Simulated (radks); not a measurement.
Problem. These are the eigenvalues of the occupied orbitals of an atom or ion with whole-number occupations (eV). All-electron calculation, Dirac Kohn-Sham, PBE, spin-unpolarised, spherical densities, point nucleus. Program: a radial shooting solver on a logarithmic mesh with Libxc functionals.

1s1/2: -59003.10
2s1/2: -11283.49
2p1/2: -10833.35
2p3/2: -9912.468
3s1/2: -3733.896
3p1/2: -3539.418
3p3/2: -3338.181
3d3/2: -3012.528
3d5/2: -2967.816
4s1/2: -1789.373

Which element is it, and in what charge state? The configuration may be excited. Open shells, if any, are shared by 2j + 1.

Solution. Z = 68, erbium, charge +38: Er38+ in [Ar] 3d10 4s2. The list shows which subshells hold electrons but not how many an open one holds; the 1s level, -2168.3 hartree, gives Z - s = 65.9 by -(Z - s)^2/2, which with screening and relativity narrows Z to a few neighbours, and the depths of the outer levels then fix element, charge and occupations together.
